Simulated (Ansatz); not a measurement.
Input (CCSDT(Q)/def2-SVP; Ansatz, a quantum-chemistry and plane-wave program):

Ansatz 0.2 input:
```yaml
crystal:
  periodic: [false, false, false]
  atoms:
    - {symbol: Ge, position_ang: [0.44044274, -0.06687280, 0.52108218]}
    - {symbol: F, position_ang: [0.81940382, 1.48085298, -0.25186145]}
    - {symbol: S, position_ang: [-1.24847920, -0.58951228, -0.88434193]}
    - {symbol: H, position_ang: [-1.49313505, -1.75555071, -0.25840598]}
basis:
  gaussian:
    orbitals: def2-SVP
magnetization: {spin_polarized: false}
correlation: {method: ccsdt_q, electrons: outside_noble_gas}
```

Output:

```
Functional definition: HF
integrals: 0.06 GiB planned
1152 factors; integrals over basis functions are off by at most 2.1e-7 eV
mean field: 0.34 GiB planned
mean field evaluation 1: about -69999.2518 eV, gradient 3.0e1 eV
mean field evaluation 2: about -69999.2747 eV, gradient 3.0e1 eV
mean field evaluation 4: about -70001.3892 eV, gradient 2.2e0 eV
mean field evaluation 8: about -70001.4220 eV, gradient 2.2e-1 eV
mean field evaluation 16: about -70000.6077 eV, gradient 2.2e1 eV
mean field -70001.42252462 eV, -2572.5048291113 hartree, gradient 2.9e-6 eV, S^2 0.000000; 0 other end points of the search recorded, 0 dependent functions left out
20 core orbitals not correlated
reference -70001.42252462 eV, -2572.5048291113 hartree; 9, 9 occupied and 40, 40 virtual orbitals, 1152 factors
second order -10.74865040 eV of doubles, -0.00000000 eV of singles
coupled cluster: 0.61 GiB planned
cycle   1  -11.07519027 eV  change   -3.3e-1 eV  update   1.1e-1
cycle   2  -11.51428772 eV  change   -4.4e-1 eV  update   6.4e-2
cycle   3  -11.82623231 eV  change   -3.1e-1 eV  update   3.2e-2
cycle   4  -11.82898501 eV  change   -2.8e-3 eV  update   1.3e-2
cycle   5  -11.80491098 eV  change    2.4e-2 eV  update   6.9e-3
cycle   6  -11.80723243 eV  change   -2.3e-3 eV  update   3.3e-3
cycle   7  -11.81018945 eV  change   -3.0e-3 eV  update   1.4e-3
cycle   8  -11.80994969 eV  change    2.4e-4 eV  update   7.4e-4
cycle   9  -11.80955953 eV  change    3.9e-4 eV  update   3.3e-4
cycle  10  -11.80991369 eV  change   -3.5e-4 eV  update   1.5e-4
cycle  11  -11.80971346 eV  change    2.0e-4 eV  update   8.3e-5
cycle  12  -11.80972500 eV  change   -1.2e-5 eV  update   4.8e-5
cycle  13  -11.80972168 eV  change    3.3e-6 eV  update   1.6e-5
cycle  14  -11.80972211 eV  change   -4.3e-7 eV  update   8.2e-6
cycle  15  -11.80971112 eV  change    1.1e-5 eV  update   4.2e-6
cycle  16  -11.80970944 eV  change    1.7e-6 eV  update   2.2e-6
perturbative correction -0.03108173 eV, -0.0011422325 hartree
Total energy: -70013.26331578 eV, -2572.9399701607 hartree
```
